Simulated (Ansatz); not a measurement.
**Worked example: vertical ionisation energy of SbCl3 (antimony trichloride)**

SbCl3 has 4 atoms, charge 0, and is taken as a singlet. As SMILES, `[Cl][Sb]([Cl])[Cl]`. The shape is that of a PBE0-D4/def2-TZVP optimisation.

```xyz
4

Cl    0.4866    0.2837    1.9650
Sb    0.8059   -0.2239   -0.2908
Cl   -0.9439   -1.7527   -0.5125
Cl   -0.2930    1.6325   -1.1821
```

Both states at this one shape; open shells run unrestricted unless said. 1 Eh = 27.2114 eV.

| level | program | singlet SbCl3 (Eh) | doublet [SbCl3]+ (Eh) |
| --- | --- | --- | --- |
| revPBE/def2-SVPD (core potential) | Ansatz | -1620.348751 | -1619.971108 |
| CCSD(T)/def2-SVPD (core potential), 19 core orbitals frozen | Ansatz | -1618.062754 | -1617.677469 |

Q: Work out the vertical ionisation energy at each level.

A: 
1. revPBE/def2-SVPD (core potential): -1619.971108 − (-1620.348751) = 0.377643 Eh = 10.28 eV.
2. CCSD(T)/def2-SVPD (core potential): -1617.677469 − (-1618.062754) = 0.385285 Eh = 10.48 eV.

No measured value is set beside it here; the levels span 10.28 to 10.48 eV. Spin-orbit coupling is left out.
